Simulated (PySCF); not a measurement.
Input of a run (PBE0-D3(BJ)/def2-SVP geometry optimisation, gas phase (PySCF 2.14.0)), started from GFN2-xTB:
```
{"job": {"xc": "PBE0", "basis": "def2-SVP", "d3": "d3bj", "grid": 1, "maxiter": 30, "shake": 0.01, "kind": "geom"}, "charge": 0, "multiplicity": 1}
F     -0.007480    -2.525890    -0.033400
B     -0.419760    -1.250470     0.041580
F     -1.742090    -1.120800     0.143750
Si     0.865930     0.289570     0.000520
Se    -0.378260     2.221050    -0.139940
H      1.658190     0.422650     1.203590
H      1.746440     0.301830    -1.148550
H     -1.667840     1.642920    -0.120020
```

Output (energies in Eh, forces in Eh/bohr):
```
step   0  E = -2916.33039297  max force = 0.031002
step   1  E = -2916.33562922  max force = 0.011685
step   2  E = -2916.33627709  max force = 0.003465
step   3  E = -2916.33649345  max force = 0.004643
step   4  E = -2916.33673704  max force = 0.004169
step   5  E = -2916.33680016  max force = 0.000789
step   6  E = -2916.33685395  max force = 0.001708
step   7  E = -2916.33690399  max force = 0.002467
step   8  E = -2916.33694702  max force = 0.000936
step   9  E = -2916.33699752  max force = 0.001040
step  10  E = -2916.33704337  max force = 0.001475
step  11  E = -2916.33715625  max force = 0.001551
step  12  E = -2916.33722779  max force = 0.000901
step  13  E = -2916.33729448  max force = 0.000388
step  14  E = -2916.33730554  max force = 0.000417
optimisation converged
```

Task: Summarise the run.

Result: The energy falls by 0.188 eV over 15 energy and gradient evaluations, the largest force component goes from 0.0310 to 4.2e-04 Eh/bohr, and the atoms move by 0.190 Å rms after alignment. The bond that changes most is Se5–H8 (ends: selenium bonded to Si and H; hydrogen on selenium), which lengthens by 0.059 Å. Bonds longer at the end by more than 0.005 Å: 4 of 7; shorter: 3. Among the angles that change most is Se5–Si4–H6, from 105.6° to 112.8°. Among the dihedrals that turn most is H6–Si4–Se5–H8, from -121° to -89°. The energy never rose by more than 1e-6 Eh on the way. The first step brought 76 % of the lowering.

Task: What are the final bond lengths?

Result: F1–B2 1.317 Å, B2–F3 1.318 Å, B2–Si4 2.032 Å, Si4–Se5 2.287 Å, Si4–H6 1.497 Å, Si4–H7 1.493 Å, Se5–H8 1.473 Å. Numbering counts from 1 in the input's order; the species is `FB(F)[SiH2][SeH]`.

The run used 107 basis functions and 95 SCF cycles in all. Time: 1.8 min wall; peak memory 0.45 GiB. Hardware: an Arm Neoverse N1 with one thread, shared host with 64 logical CPUs at a one-minute load of 57.

Whether it is a minimum is left open (no frequencies). The numbers are those of one conformer.
